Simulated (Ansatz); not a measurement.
`N=C=[CH][GaH2]` + `C=N` → `C=[N][GaH2]` + `C=C=N` at 500 K and 1 bar (ligand exchange at a Ga–C bond).

Isolated molecules relaxed with PBE0-D4/def2-TZVP in Ansatz; ΔE leaves out vibrations. CCSD(T)/CBS is the MP2 limit (def2-TZVPP, def2-QZVPP) plus CCSD(T) − MP2 in def2-TZVPP, frozen cores. This one scheme is used for every species. For Ga outer-core shells are correlated without core-valence functions, which leaves a few kJ/mol of doubt a bond. Scalar relativity is left out up to krypton. Each species was taken in one conformer, which may not be the lowest.

```
         species  CCSD(T)/CBS energy (Eh)  H − E (kJ/mol)  S (J/(mol·K))
`N=C=[CH][GaH2]`              -2057.09147           164.9          368.7
           `C=N`                -94.52360           124.2          249.5
   `C=[N][GaH2]`              -2019.05960           145.8          344.1
         `C=C=N`               -132.55079           140.3          282.8
```

H − E and S are ideal-gas, rigid-rotor, harmonic terms from PBE0-D4/def2-TZVP, for one conformer and one mirror image of each species. 1 Eh = 2625.50 kJ/mol, R = 8.31446 J/(mol·K).

Question: By hand: ΔE, ΔH, ΔS and ΔG.

Answer: ΔE = (-2019.05960) + (-132.55079) − (-2057.09147) − (-94.52360) = 0.00468 Eh = 12.3 kJ/mol. Δ(H − E) = 145.8 + 140.3 − 164.9 − 124.2 = -3.0, so ΔH = 9.3 kJ/mol. ΔS = 344.1 + 282.8 − 368.7 − 249.5 = 8.7 J/(mol·K). ΔG = 9.3 − 500 × (8.7)/1000 = 5.0 kJ/mol.

Question: By hand: the equilibrium constant, and the temperature at which ΔG would vanish if ΔH and ΔS stayed fixed.

Answer: log₁₀ K = −ΔG/(RT ln 10) = -0.5. ΔG = 0 at ΔH/ΔS = 1069 K, though so small a ΔH makes that figure unsure.

TΔS isn't small against ΔH here. The sign of ΔG lies within the doubt. A doubt of 5 kJ/mol in ΔE shifts log₁₀ K by 0.5 here. Other conformers and mirror images would add mixing entropy, several J/(mol·K) or more a flexible species. These are equilibria of isolated gas molecules and say nothing of rates. Largest T1 diagnostic: 0.017 (customary marks: 0.02 for closed shells, 0.045 for open ones).
